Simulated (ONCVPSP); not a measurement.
**Varying the ONCV potential for Cu**

Base potential:

copper, optimised norm-conserving Vanderbilt (ONCV), made with ONCVPSP 4.0.1 (PBE, scalar-relativistic). Core [Ne] 3s2, reference 3p6 3d10 4s1. Waves: 4s: rc 2.50 bohr, ncon 3, nbas 6, qcut 3.1 1/bohr, 2 projectors, debl 1 Ha; 3p: rc 1.00 bohr, ncon 4, nbas 7, qcut 11.6 1/bohr, 2 projectors, debl 3.7 Ha; 3d: rc 1.60 bohr, ncon 5, nbas 10, qcut 9.7 1/bohr, 2 projectors, debl 3 Ha. Local part: polynomial inside 0.80 bohr (lpopt 5, dvloc0 4 Ha). Core correction: polynomial model core, fcfact 0.4.

All-electron outer shells of the reference configuration (PBE, scalar-relativistic, ld1.x):

```
shell  level (eV)  outermost node (bohr)  outermost maximum (bohr)
   3s     -114.70                   0.29                      0.61
   3p      -72.14                   0.26                      0.62
   3d       -5.04                      –                      0.60
   4s       -4.61                   0.89                      2.27
```

Cutoffs, loose and tight: the cutoffs (Ha) at which the residual kinetic energy of the hardest occupied pseudo-wave falls to 1 and 0.1 mHa per electron. They do not see the model core or the augmentation charge, which bear on the density cutoff. Test errors are all-electron minus pseudo excitation energies from the reference, over the configurations 3p6 3d10 4s0; 3p6 3d9 4s0; 3p6 3d8 4s0; 3p6 3d9 4s2. A dash means not determined; rows that change the core or the reference have their own tests. The largest error is taken over the tests solved by every variant that gives reliable tests at all: 3p6 3d10 4s0; 3p6 3d9 4s0; 3p6 3d9 4s2.

A true bound ghost makes a file unfit for plane-wave use even where its test errors are small: the radial tests pick states by their node count and pass the ghost by.

| change | outcome | cutoff, loose | cutoff, tight | bound ghosts | GHOST(+) flags above zero | largest test error (meV) |
| --- | --- | --- | --- | --- | --- | --- |
| base | generated | 46 Ha | 54 Ha | s | none | +63 |
| p: rc 0.72; local potential polynomial inside 0.72 bohr (lpopt 5, dvloc0 4 Ha) | generated | 113 Ha | 259 Ha | s | none | +64 |
| p: rc 0.8 | generated | 44 Ha | 189 Ha | s | none | +63 |
| p: rc 0.98 | generated | 46 Ha | 53 Ha | s | none | +63 |
| p: rc 1.1 | generated | 46 Ha | 55 Ha | s | none | +63 |
| p: rc 1.18 | generated | 46 Ha | 54 Ha | s | none | +63 |
| p: rc 1.34 | generated | 43 Ha | 51 Ha | s | none | +63 |
| p: rc 1.42 | generated | 42 Ha | 49 Ha | s | none | +63 |

Reading the sweep of the p radius (base included, trends over the rows without a ghost): Bound ghosts are found at 0.72, 0.8, 0.98, 1, 1.1, 1.18, 1.34, 1.42 bohr. Every judged row has one, so this setting neither creates nor removes them.
